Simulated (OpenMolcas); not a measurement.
## Levels of Ta III by method

```yaml
Program: OpenMolcas 26.06
Basis: ANO-RCC-VTZP [8s7p5d3f2g1h]
Scalar_Hamiltonian: DKH2, point nucleus
Active_space: 3 electrons in 6 orbitals (5d 6s)
State_averaging: 2S+1 = 4 even, 20 roots; 2S+1 = 2 even, 70 roots kept (CI in the orbitals of an earlier block)
Spin-orbit_coupling: state interaction with AMFI integrals over the reference wave functions, term energies averaged over their components
```

Methods on the same reference wave functions:
A. CASSCF
B. SS-CASPT2, IPEA 0.25 Eh, imaginary shift 0.1 Eh (closed shells correlated: 5s 5p)
C. MS-CASPT2, IPEA 0.25 Eh, imaginary shift 0.1 Eh (closed shells correlated: 5s 5p)
D. XMS-CASPT2, IPEA 0.25 Eh, imaginary shift 0.1 Eh (closed shells correlated: 5s 5p)

Energies in cm⁻¹ above 5d³ ⁴F_3/2.

```csv
Level,A,B,C,D
5d³ ⁴F_3/2,0.0,0.0,0.0,0.0
5d³ ⁴F_5/2,2569,2800,2800,2860
5d³ ⁴F_7/2,5120,5340,5340,5410
5d² 6s ⁴F_3/2 [70 %],6586,5660,5620,5100
5d³ ⁴F_9/2,7368,7400,7390,7400
5d² 6s ⁴F_5/2,8488,7490,7420,6860
5d³ ²P_1/2,9844,8300,8280,8080
5d² 6s ⁴F_7/2,11427,10620,10580,10000
5d³ ²G_7/2,13584,12410,12400,12180
5d² 6s ²D_5/2(1) [52 %],14447,12620,12510,12070
5d² 6s ²D_3/2(1) [50 %],15072,13500,13330,12950
5d³ ⁴P_1/2,15266,13870,13830,13750
5d² 6s ⁴P_1/2,19756,17650,17640,17030
5d³ ²H_9/2 [56 %],21058,19570,19540,19300
5d³ ²H_11/2,21100,19410,19390,19130
5d² 6s ²F_7/2,21336,18060,18130,17790
5d² 6s ⁴P_3/2,21446,19440,19420,18820
5d² 6s ⁴P_5/2,23057,20890,20950,20350
5d² 6s ²D_3/2(2),29159,24870,24650,23880
5d² 6s ²D_5/2(2),30956,26860,26860,26000
5d² 6s ²G_7/2,31865,28100,28180,27460
5d² 6s ²G_9/2,32310,28730,28720,27970
5d³ ²F_7/2,35984,30580,30360,30270
5d² 6s ²D_3/2(3),36399,29500,28740,27160
```

Among B to D the level of the table that moves most is 5d² 6s ²D_3/2(3), by 2300 cm-1 (lowest in D, highest in B). Moves below CASPT2's spread within the term are not significant.

From A to B the spin-free energies of the other terms of 5d³ shown, above ⁴F, scale by factors of 0.72 to 0.86, as is usual when dynamic correlation screens the repulsion within a d or f shell.

The lowest spin-free term lies below A's lowest term by 0.245 hartree in B, 0.245 hartree in C, 0.248 hartree in D.

CASPT2 breaks the degeneracy within a term, and the mean is taken; among the terms shown or strongly mixed into the levels shown the widest spread is 750 cm-1 (5d² 6s ²G, D). Over all roots computed the reference weight is 0.89 to 0.95 in D; the roots of lowest weight are the least certain, and an intruder state may touch them. Terms from blocks run as CI alone lack orbitals of their own. Configurations are named by rounded mean occupations; where the s occupation lies near a half they are strongly mixed, a name can repeat and a true partner stay unpaired. A single d shell beside an s shell can misplace configurations of different d count against each other. Without dynamic correlation excited terms often stand tens of per cent too high (terms of higher spin than the ground term too low), and those without a measured partner can miss by more than the paired ones (holds for A). The CASPT2 spread within a term exceeds the gap to the next term for 5d³ ²P and 5d² 6s ⁴F, so the order of their levels is uncertain, and so are names and mixing where such terms share a J (holds for B; C). Only configurations of the active space appear. The table leaves out levels that lie high or whose names do not pair safely across all columns.

A share in square brackets marks a mixed level and gives the weight of the term that names it, the lowest over the columns. A number in round brackets counts repeated terms of one configuration in the order of the reference energies.
